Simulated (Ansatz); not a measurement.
A structure relaxed at PBE0-D4/def2-TZVP, charge 0, multiplicity 1:

```tsv
atom	x (Å)	y (Å)	z (Å)
C1	0.679	1.297	0.727
C2	0.332	0.915	-0.706
B3	-0.285	-0.494	-0.974
B4	-0.364	-1.747	0.146
O5	-1.393	-2.075	0.972
H6	1.370	0.576	1.171
H7	-0.213	1.318	1.358
H8	1.146	2.283	0.791
H9	1.235	0.936	-1.341
H10	-0.305	1.677	-1.178
H11	-0.636	-0.707	-2.109
H12	0.594	-2.478	0.254
H13	-2.159	-1.502	0.890
```

Problem. Give its formula and SMILES.

Solution. C2H8B2O, `CCBBO`.

Problem. Point group (tolerance 0.08 Å, 0.16 Å for H)?

Solution. C1.

Problem. Summarise the bond lengths by kind.

Solution. 1 × C–C 1.523 Å; 5 × C–H 1.093 to 1.104 Å; 1 × B–C 1.561 Å; 1 × B–B 1.683 Å; 2 × B–H 1.207 to 1.210 Å; 1 × B–O 1.360 Å; 1 × H–O 0.960 Å.

Program: Ansatz 0.2.0.
